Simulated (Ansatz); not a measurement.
One change: `[SiH3][N]([SiH3])[SnH2][N]([SiH3])[SiH3]` becomes `[SiH3][N]([SiH3])[SnH]([N]([SiH3])[SiH3])[N]([SiH3])[SiH3]`.

Ansatz, PBE0-D4/def2-TZVP geometries, multiplicity 1. Each molecule was computed in one conformer, which needn't be the lowest.

Elements past krypton have def2 core potentials.

| property | `[SiH3][N]([SiH3])[SnH2][N]([SiH3])[SiH3]` |
| --- | --- |
| size of the dipole moment (ωB97M-V/def2-TZVPP) / D | 1.50 |
| HOMO–LUMO gap (PBE/def2-TZVPP) / eV | 4.54 |
| HOMO energy (PBE0/def2-TZVPP) / eV | -7.46 |
| HOMO energy (PBE/def2-TZVPP) / eV | -6.20 |
| LUMO energy (B3LYP/def2-TZVPP) / eV | -0.96 |
| LUMO energy (ωB97M-V/def2-TZVPP) / eV | 0.87 |

Give the same properties after the change, and the shifts. (An estimate is asked.)

The calculation gave: 
```tsv
property	`[SiH3][N]([SiH3])[SnH]([N]([SiH3])[SiH3])[N]([SiH3])[SiH3]`	shift
size of the dipole moment (ωB97M-V/def2-TZVPP) / D	0.97	-0.53
HOMO–LUMO gap (PBE/def2-TZVPP) / eV	4.32	-0.22
HOMO energy (PBE0/def2-TZVPP) / eV	-7.63	-0.17
HOMO energy (PBE/def2-TZVPP) / eV	-6.36	-0.16
LUMO energy (B3LYP/def2-TZVPP) / eV	-1.31	-0.35
LUMO energy (ωB97M-V/def2-TZVPP) / eV	0.69	-0.18
```

With PBE0 the HOMO falls by 0.17 eV and the LUMO falls by 0.34 eV, so the gap narrows by about 0.17 eV. PBE moves the HOMO by -0.16 eV and ωB97M-V by -0.17 eV. Dipoles are sizes alone; their direction can turn.

Positive LUMOs are unbound, so they and the gaps depend on the basis.

B3LYP here is the variant with VWN-RPA as its local correlation; programs differ in this.
